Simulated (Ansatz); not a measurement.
A search over several starts for the lowest SCF solution of the cluster In5⁺ at the given spin, in a small basis.

```yaml
crystal:
  periodic: [false, false, false]
  atoms:
    - {symbol: In, position_ang: [-0.698586, 2.232920, -0.031986]}
    - {symbol: In, position_ang: [2.691987, 2.135671, -0.018315]}
    - {symbol: In, position_ang: [0.909268, -0.546870, 0.013444]}
    - {symbol: In, position_ang: [-0.588308, -3.380028, 0.040403]}
    - {symbol: In, position_ang: [-2.314361, -0.441703, -0.003548]}
basis:
  gaussian: {orbitals: def2-SVP, initial_orbitals: start.molden}
total_charge: 1
magnetization: {spin_polarized: true, initial_magnetization: 4}
hamiltonian: {xc: pbe, dispersion: d4}
output: {orbitals: {seedname: orbitals}}
```

The file start.molden holds the orbitals of an earlier run on this structure, at another level or in another basis.

```sh
$ ansatz run in.yaml --threads 4 --pin off --events-out ev --progress --plain --max-ram 4787MiB
```

It prints (some lines left out):

```
Functional definition: PBE
1580 factors; their error is unknown
mean field evaluation 1: about -25866.8934 eV, gradient 3.9e-2 eV
mean field evaluation 2: about -25866.8844 eV, gradient 3.3e-5 eV
mean field evaluation 4: about -25849.6022 eV, gradient 3.6e1 eV
mean field evaluation 8: about -25866.8932 eV, gradient 2.8e-1 eV
mean field evaluation 16: about -25866.8844 eV, gradient 7.5e-4 eV
mean field evaluation 32: about -25863.2675 eV, gradient 9.0e0 eV
mean field evaluation 64: about -25866.8200 eV, gradient 1.9e0 eV
mean field -25866.88436138 eV, -950.5904670768 hartree, gradient 3.3e-5 eV, S^2 6.002993; 5 other end points of the search recorded, 0 dependent functions left out
reference -25866.88441162 eV, -950.5904689229 hartree; 54, 50 occupied and 76, 80 virtual orbitals, 1580 factors
Total energy: -25867.17789682 eV, -950.6012543053 hartree
```

Hardware: 4 threads of Arm Neoverse V2 on a shared host. Wall time 7.5 s.

In the def2 sets In takes a core potential; there is no spin–orbit coupling. At PBE0-D4/def2-TZVP a triplet of charge 1 lies 0.11 eV below the quintet, each at its own geometry. The structure comes from a short search, and lower isomers may exist.
